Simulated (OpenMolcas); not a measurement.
Pd2+ (d8) in a complex was computed by CASSCF with the d shell active (OpenMolcas, ANO-RCC-VDZP on the metal). Its lowest spin-free states, and all those of the highest spin:

```json
{"2S+1": "3", "Degeneracy": "3", "E (cm-1)": "0.0"}
{"2S+1": "3", "Degeneracy": "3", "E (cm-1)": "4193"}
{"2S+1": "3", "Degeneracy": "1", "E (cm-1)": "9054"}
{"2S+1": "1", "Degeneracy": "2", "E (cm-1)": "10958"}
{"2S+1": "1", "Degeneracy": "3", "E (cm-1)": "11363"}
{"2S+1": "3", "Degeneracy": "3", "E (cm-1)": "15365"}
{"2S+1": "1", "Degeneracy": "3", "E (cm-1)": "18121"}
{"2S+1": "1", "Degeneracy": "1", "E (cm-1)": "19479"}
{"2S+1": "1", "Degeneracy": "3", "E (cm-1)": "19636"}
{"2S+1": "1", "Degeneracy": "2", "E (cm-1)": "23070"}
{"2S+1": "1", "Degeneracy": "1", "E (cm-1)": "42926"}
```

Question: Is the site octahedral, tetrahedral or cube-like, axial, or of lower symmetry?

Answer: The states with 2S+1 = 3 have orbital degeneracies 3, 3, 1, 3. Threefold states need a cubic site. For d8 at this spin an octahedron puts the single A2 below the threefold T2 and a tetrahedron or cube puts the threefold T1 below the threefold T2, so the site is a tetrahedron or a cube, which this pattern cannot tell apart. The run had Pd2+ with 4 ligands (chloride) in tetrahedral coordination (Td) at 2.4 Å. A charge of +0.5 e stands 2.6 Å behind each ligand. Ligand basis ANO-RCC-VDZP.

An orbital triplet at a regular site is open to Jahn-Teller coupling, which can distort the site and quench the lowest spin-orbit gaps and is left out. Without dynamic correlation the repulsion within the d shell is too large (B by tens of per cent), so at a given field states of lower spin stand too high. Real 4d8 and 5d8 ions are as a rule square planar and diamagnetic. With metal d orbitals alone the field can be off either way by tens of per cent. Ligand-to-metal charge-transfer states are missing. With no ligand orbital active B as a rule stays too high, so bands that hang on it stand too high and its fall with covalency is understated. No measured value stands beside these numbers; the geometry is a model, was not optimised and need not be the one that this ion takes.
